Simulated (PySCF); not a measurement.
CH9GeNSi (SMILES C[N]([SiH3])[GeH3]), singlet, geometry from GFN2-xTB; DF-R2SCAN/pcseg-1 (PySCF).

Input for PySCF:
```python
from pyscf import gto, scf, dft

mol = gto.Mole()
mol.atom = '''
    Si   -1.20698181    1.58575365    0.21515013
    N    -0.63131208    0.00826534   -0.20745740
    C    -1.59026088   -1.08015774   -0.17785358
    Ge    1.11715766   -0.49203245   -0.02817648
    H    -2.40516072    1.80102674   -0.60069293
    H    -1.56242501    1.70537196    1.63896376
    H    -0.11962846    2.50375062   -0.11480321
    H    -2.53205415   -0.76220232   -0.62563288
    H    -1.20414188   -1.93057013   -0.74619189
    H    -1.79812715   -1.42351763    0.84169280
    H     1.43035016   -1.01025140    1.35295848
    H     1.33247692   -1.61049763   -1.00648873
    H     1.96816052    0.69446645   -0.33093634
'''
mol.basis = 'pcseg-1'
mol.verbose = 4
mol.max_memory = 1800
mol.build()

mf = dft.RKS(mol)
mf.xc = 'r2scan'
mf = mf.density_fit(auxbasis='def2-universal-jkfit')
mf.kernel()
```

Question: What does PySCF print? Leave out banner, timings and long lists.

Answer: 
```
PySCF version 2.14.0

[INPUT] verbose = 4
[INPUT] num. atoms = 13
[INPUT] num. electrons = 68
[INPUT] charge = 0
[INPUT] spin (= nelec alpha-beta = 2S) = 0
[INPUT] symmetry False subgroup None
[INPUT] Mole.unit = angstrom
[INPUT] Symbol           X                Y                Z      unit          X                Y                Z       unit  Magmom
[INPUT]  1 Si    -1.206981810000   1.585753650000   0.215150130000 AA   -2.280865058232   2.996640099529   0.406574821365 Bohr   0.0
[INPUT]  2 N     -0.631312080000   0.008265340000  -0.207457400000 AA   -1.193006930330   0.015619228926  -0.392037668514 Bohr   0.0
[INPUT]  3 C     -1.590260880000  -1.080157740000  -0.177853580000 AA   -3.005157529810  -2.041202299929  -0.336094556473 Bohr   0.0
[INPUT]  4 Ge     1.117157660000  -0.492032450000  -0.028176480000 AA    2.111122015360  -0.929806574899  -0.053245830354 Bohr   0.0
[INPUT]  5 H     -2.405160720000   1.801026740000  -0.600692930000 AA   -4.545095046362   3.403447281618  -1.135145122663 Bohr   0.0
[INPUT]  6 H     -1.562425010000   1.705371960000   1.638963760000 AA   -2.952555359071   3.222685944913   3.097192634487 Bohr   0.0
[INPUT]  7 H     -0.119628460000   2.503750620000  -0.114803210000 AA   -0.226065026103   4.731402956010  -0.216946625121 Bohr   0.0
[INPUT]  8 H     -2.532054150000  -0.762202320000  -0.625632880000 AA   -4.784888876068  -1.440353636308  -1.182274797723 Bohr   0.0
[INPUT]  9 H     -1.204141880000  -1.930570130000  -0.746191890000 AA   -2.275498368319  -3.648248809966  -1.410098308472 Bohr   0.0
[INPUT] 10 H     -1.798127150000  -1.423517630000   0.841692800000 AA   -3.397967850645  -2.690058454190   1.590568873018 Bohr   0.0
[INPUT] 11 H      1.430350160000  -1.010251400000   1.352958480000 AA    2.702970064628  -1.909098462958   2.556720985108 Bohr   0.0
[INPUT] 12 H      1.332476920000  -1.610497630000  -1.006488730000 AA    2.518016446104  -3.043399444961  -1.901988047161 Bohr   0.0
[INPUT] 13 H      1.968160520000   0.694466450000  -0.330936340000 AA    3.719284351982   1.312351393199  -0.625379047266 Bohr   0.0

nuclear repulsion = 364.17396035481
number of shells = 30
number of NR pGTOs = 239
number of NR cGTOs = 118
basis = pcseg-1
ecp = {}

******** <class 'pyscf.df.df_jk.DFRKS'> ********
method = DFRKS
initial guess = minao
damping factor = 0
level_shift factor = 0
DIIS = <class 'pyscf.scf.diis.CDIIS'>
diis_start_cycle = 1
diis_space = 8
diis_damp = 0
SCF conv_tol = 1e-09
SCF conv_tol_grad = None
SCF max_cycles = 50
direct_scf = False
XC library pyscf.dft.libxc version 7.1.2
    S. Lehtola, C. Steigemann, M. J. T. Oliveira, and M. A. L. Marques,  SoftwareX 7, 1–5 (2018)
XC functionals = r2scan
    J. W. Furness, A. D. Kaplan, J. Ning, J. P. Perdew, and J. Sun,  J. Phys. Chem. Lett. 11, 8208–8215 (2020)
    J. W. Furness, A. D. Kaplan, J. Ning, J. P. Perdew, and J. Sun,  J. Phys. Chem. Lett. 11, 9248–9248 (2020)
    J. W. Furness, A. D. Kaplan, J. Ning, J. P. Perdew, and J. Sun,  J. Phys. Chem. Lett. 11, 8208–8215 (2020)
    J. W. Furness, A. D. Kaplan, J. Ning, J. P. Perdew, and J. Sun,  J. Phys. Chem. Lett. 11, 9248–9248 (2020)
radial grids:
    Treutler-Ahlrichs [JCP 102, 346 (1995); DOI:10.1063/1.469408] (M4) radial grids

becke partition: Becke, JCP 88, 2547 (1988); DOI:10.1063/1.454033
pruning grids: <function nwchem_prune>
grids dens level: 3
symmetrized grids: False
atomic radii adjust function: <function treutler_atomic_radii_adjust>
small_rho_cutoff = 0
Set gradient conv threshold to 3.16228e-05
Initial guess from minao.
tot grids = 156112
init E= -2463.78587558426
  HOMO = -0.28732972428728  LUMO = -0.0530620859188331  gap/eV = 6.37475
cycle= 1 E= -2464.34563808783  delta_E= -0.56  |g|= 0.437  |ddm|= 3.49
  HOMO = -0.124903476169396  LUMO = 0.0110336659613006  gap/eV = 3.69904
cycle= 2 E= -2464.23318012954  delta_E= 0.112  |g|= 0.804  |ddm|= 1.33
  HOMO = -0.216327455600745  LUMO = -0.00762986079559713  gap/eV = 5.67895
cycle= 3 E= -2464.38719566115  delta_E= -0.154  |g|= 0.107  |ddm|= 0.98
  HOMO = -0.206578685690781  LUMO = -0.00558724050540915  gap/eV = 5.46926
cycle= 4 E= -2464.38979865692  delta_E= -0.0026  |g|= 0.0281  |ddm|= 0.141
  HOMO = -0.208181736107394  LUMO = -0.00697696957877714  gap/eV = 5.47506
cycle= 5 E= -2464.38998465453  delta_E= -0.000186  |g|= 0.00815  |ddm|= 0.034
  HOMO = -0.208573547220293  LUMO = -0.00720003171169381  gap/eV = 5.47965
cycle= 6 E= -2464.39000093361  delta_E= -1.63e-05  |g|= 0.00158  |ddm|= 0.009
  HOMO = -0.208417425437102  LUMO = -0.00703887036759232  gap/eV = 5.47979
cycle= 7 E= -2464.39000172221  delta_E= -7.89e-07  |g|= 0.00032  |ddm|= 0.00278
  HOMO = -0.208416850310415  LUMO = -0.00703319810577741  gap/eV = 5.47993
cycle= 8 E= -2464.39000175136  delta_E= -2.92e-08  |g|= 5.54e-05  |ddm|= 0.000498
  HOMO = -0.208421604793353  LUMO = -0.00703775130619189  gap/eV = 5.47993
cycle= 9 E= -2464.3900017525  delta_E= -1.14e-09  |g|= 1.04e-05  |ddm|= 0.00011
  HOMO = -0.208421961562179  LUMO = -0.00703798566210567  gap/eV = 5.47994
cycle= 10 E= -2464.39000175254  delta_E= -4.64e-11  |g|= 2.07e-06  |ddm|= 1.92e-05
  HOMO = -0.20842230907248  LUMO = -0.00703830538032379  gap/eV = 5.47994
Extra cycle  E= -2464.39000175254  delta_E= 7.73e-12  |g|= 1.83e-06  |ddm|= 6.49e-06
converged SCF energy = -2464.39000175254
```
